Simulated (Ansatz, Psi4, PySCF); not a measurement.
System: CH3Si, charge 0, multiplicity 2. SMILES: [CH]=[SiH2]
Geometry: optimised at B3LYP-D3(BJ)/def2-TZVP (Ansatz, an electronic-structure program).

Wanted: atomisation energy, in kcal/mol. Set-up: atomisation electronic, to ground-state atoms; LANL2DZ with its own core potentials from Na on; six Cartesian d functions in 6-31G* and its kin unless marked 5d; dispersion terms only where a functional's name holds one; non-relativistic; 6-311+G** with 5d, 6d on Na to Ar in Ansatz; no spin-orbit coupling; frozen cores in correlated levels; open shells spin-unrestricted. First-principles rows: single points at B3LYP-D3(BJ) geometries (Ansatz). A UHF reference is markedly spin-contaminated in at least one set, which strains HF and MP2.

```csv
level,program,atomisation energy (kcal/mol)
HF/6-31G*,Ansatz,250.1
PBE/LANL2DZ,Ansatz,339.0
PBE/6-31G*,Ansatz,345.7
PBE/6-311+G**,Ansatz,344.8
B3LYP/3-21G,Ansatz,324.6
B3LYP/6-31G,Ansatz,318.5
B3LYP/6-31G*,Ansatz,340.1
B3LYP/6-31+G*,Ansatz,339.2
B3LYP/def2-SVP,Ansatz,343.3
M06-2X/6-31G* (5d),PySCF,339.6
M06-2X/6-311+G**,PySCF,339.8
wB97X-D/6-31G*,Psi4,340.6
wB97X-D/6-311+G**,Psi4,340.9
PBE/def2-TZVPD,Ansatz,349.1
B3LYP-D3(BJ)/def2-TZVPD,Ansatz + dftd3,348.4
B2PLYP-D3(BJ)/def2-TZVPD,Ansatz + dftd3,342.2
```

No value to compare with is used here. The 13 habitual levels span 250.1 (HF/6-31G*) to 345.7 kcal/mol (PBE/6-31G*); B3LYP-D3(BJ)/def2-TZVPD gives 348.4.

The levels are drawn from those run, B3LYP/6-31G* more often than the rest, none by its result; runs whose electronic state is in doubt are left out.
